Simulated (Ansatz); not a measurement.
The cluster Co2Si5, relaxed as a singlet with RKS PBE-D4/def2-SVP in Ansatz, starting from the GFN2-xTB geometry. Force threshold 0.02 eV/Å.

This restricted singlet of an open-shell metal (gap down to 0.35 eV) wasn't tested against broken symmetry. The relaxation made no stability test and no search for a lower SCF solution. No other spin state of charge 0 was run. Another isomer (quintet) lies 3.55 eV lower at PBE0-D4/def2-TZVP; other spin states weren't run for this one.

Start:

```xyz
7

Co   -1.947    1.807   -0.513
Co    0.663   -0.931    0.501
Si   -0.075   -2.012   -1.274
Si    1.530    1.039    0.099
Si    1.206   -2.228    2.084
Si    0.061    2.636   -0.555
Si   -1.438   -0.310   -0.342
```

```tsv
step	energy (eV)	largest force component (eV/Å)	SCF passes
1	-114585.5379	1.446	100
2	-114585.9749	1.003	47
3	-114586.2916	0.704	48
4	-114586.5408	0.653	45
5	-114586.6544	0.900	45
6	-114586.8614	1.061	38
7	-114587.1261	0.906	42
8	-114587.3287	0.211	44
9	-114587.3904	0.287	46
10	-114587.4505	0.406	44
11	-114587.5293	0.420	45
12	-114587.5740	0.453	46
13	-114587.5852	0.190	45
14	-114587.6004	0.122	38
15	-114587.6049	0.202	45
16	-114587.6079	0.038	30
17	-114587.6080	0.026	28
18	-114587.6085	0.009	28
```

Force components are those of the run's own axes.

End:

```xyz
7

Co   -2.045    1.628   -0.259
Co    0.769   -0.556   -0.054
Si   -0.180   -2.151   -1.195
Si    2.228    1.060   -0.032
Si    0.733   -1.238    1.888
Si   -0.030    1.592    0.175
Si   -1.476   -0.335   -0.523
```

Bonds formed: Co2–Si6, Si6–Si7 (atoms count from 1).

No frequencies were taken in this run, so the end may be a saddle point.

Hardware: 4 threads of Arm Neoverse V2 on a shared host. Wall time 48 s.
